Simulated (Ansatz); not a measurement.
Basis-set series for `CB(N)O`. Charge 0, multiplicity 1. All single points use the PBE0-D4/def2-TZVP geometry. It is one conformer, not always the lowest.

```json
{"functional": "PBE0-D4", "basis": "def2-SVP", "functions": "86", "energy (Eh)": "-196.28317", "HOMO (eV)": "-7.29", "LUMO (eV)": "1.66"}
{"functional": "PBE0-D4", "basis": "def2-QZVPP", "functions": "408", "energy (Eh)": "-196.52456", "HOMO (eV)": "-7.63", "LUMO (eV)": "0.43"}
{"functional": "ωB97M-V", "basis": "def2-SVP", "functions": "86", "energy (Eh)": "-196.41794", "HOMO (eV)": "-9.70", "LUMO (eV)": "3.25"}
{"functional": "ωB97M-V", "basis": "def2-QZVPP", "functions": "408", "energy (Eh)": "-196.66766", "HOMO (eV)": "-10.03", "LUMO (eV)": "1.53"}
```

Problem. Give the rows for def2-TZVPP. (An estimate is asked.)

Solution. Ansatz gave: 
```csv
functional,basis,functions,energy (Eh),HOMO (eV),LUMO (eV)
PBE0-D4,def2-TZVPP,208,-196.51266,-7.58,0.76
ωB97M-V,def2-TZVPP,208,-196.65628,-9.98,2.03
```

Positive LUMOs are unbound and depend on the basis.
